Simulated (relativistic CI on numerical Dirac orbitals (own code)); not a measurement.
# Cu4+: M2,3 absorption edge

Computed with this model: Dirac-Coulomb-Breit CI, KLI orbitals optimised for each configuration, QED by a radiative potential, multiplet model of core-to-valence dipole absorption, unscaled Slater integrals; configurations [Ar] 3d7 → [Ne] 3s2 3p5 3d8; 10 K; Lorentzian 0.8 eV and Gaussian 0.3 eV FWHM. Energies are those of the free ion, without screening or charge transfer. The branching ratio is the share of the lower-energy edge in the whole absorption, uncertain by about 0.02 where the edges overlap. S is read from ⟨S²⟩ = S(S + 1).

Field parameters in Wybourne normalisation: D3d B²₀ = −7Dσ, B⁴₀ = −14Dq − 21Dτ, B⁴₃ = −14√(10/7) Dq; D4h B²₀ = −7Ds, B⁴₀ = 21(Dq − Dt), B⁴₄ = 21√(5/14) Dq; Oh B⁴₀ = 21Dq, B⁴₄ = √(5/14) B⁴₀. The field is a parameter set, without covalency.

free ion: ground-state S = 1.50, centroid 78.06 eV. Peaks (eV, height): 69.8 (18), 76.9 (100), 81.9 (84).

D4h, 10Dq = 14350, Ds = 670, Dt = 1030 cm⁻¹: ground-state S = 1.50, centroid 78.45 eV. Peaks (eV, height): 70.8 (16), 77.5 (100), 82.8 (61).

Oh, 10Dq = 39550 cm⁻¹: ground-state S = 0.52, centroid 85.44 eV. Peaks (eV, height): 72.0 (7), 76.2 (47), 76.8 (44), 78.0 (20), 80.3 (63), 81.5 (57), 82.9 (64), 84.6 (49), 86.6 (25), 88.6 (93), 89.8 (100), 91.2 (65), 93.2 (13), 95.4 (52), 97.7 (7).

D3d, 10Dq = 26150, Dσ = -470, Dτ = -190 cm⁻¹: ground-state S = 1.50, centroid 79.09 eV. Peaks (eV, height): 70.0 (9), 72.6 (16), 74.7 (8), 78.8 (100), 84.1 (22), 85.2 (17).

D4h, 10Dq = 9350, Ds = -1220, Dt = -580 cm⁻¹: ground-state S = 1.50, centroid 78.48 eV. Peaks (eV, height): 70.0 (9), 71.5 (18), 77.9 (100), 83.3 (49).

Oh, 10Dq = 8150 cm⁻¹: ground-state S = 1.50, centroid 78.33 eV. Peaks (eV, height): 70.7 (18), 77.5 (100), 82.7 (57).

Strongest unbroadened transitions for Oh, 10Dq = 39550 cm⁻¹:

| Energy (eV) | Relative strength |
| --- | --- |
| 75.59 | 20.2 |
| 75.85 | 14.6 |
| 76.21 | 20.8 |
| 76.93 | 38.1 |
| 80.24 | 49.0 |
| 81.44 | 27.6 |
| 82.88 | 22.4 |
| 82.95 | 38.7 |
| 83.56 | 20.8 |
| 84.64 | 33.6 |
| 86.56 | 15.3 |
| 87.83 | 17.1 |
| 88.59 | 100.0 |
| 89.80 | 86.3 |
| 89.96 | 25.1 |
| 91.27 | 65.2 |
| 95.26 | 35.8 |
| 95.76 | 30.5 |
